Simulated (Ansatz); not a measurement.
Isolated molecules relaxed with PBE0-D4/def2-TZVP in Ansatz; ΔE leaves out vibrations. CCSD(T)/CBS is the MP2 limit (def2-TZVPP, def2-QZVPP) plus CCSD(T) − MP2 in def2-TZVPP, frozen cores. This one scheme is used for every species. Functionals use def2-TZVPP. For Ga outer-core shells are correlated without core-valence functions, which leaves a few kJ/mol of doubt a bond. Scalar relativity is left out up to krypton.

`Cl[BH][GaH2]` + H₂ → `[BH2][GaH2]` + HCl  (hydrogenolysis of a B–Cl bond)

```json
{"level": "LDA (SPW92)", "ΔE (kcal/mol)": "20.0"}
{"level": "r2SCANh", "ΔE (kcal/mol)": "19.0"}
```

(1) What does CCSD(T)/CBS give? (Estimate.)

Largest T1 diagnostic among the species: 0.014.

Answers

(1) Ansatz gave: +18.3 kcal/mol. The listed levels differ from it by 1.7, 0.7 kcal/mol.

At CCSD(T), def2-SVP lies +0.9 kcal/mol from the extrapolated value and def2-TZVPP −0.5 kcal/mol. In def2-TZVPP, CCSD(T) changes the Hartree–Fock value by +4.6 kcal/mol (the triples alone add +1.4 kcal/mol) and MP2 by +6.5 kcal/mol. From r2SCAN to r2SCAN0 (25 % exact exchange), in def2-TZVPP and without D4, ΔE moves by −0.9 kcal/mol.
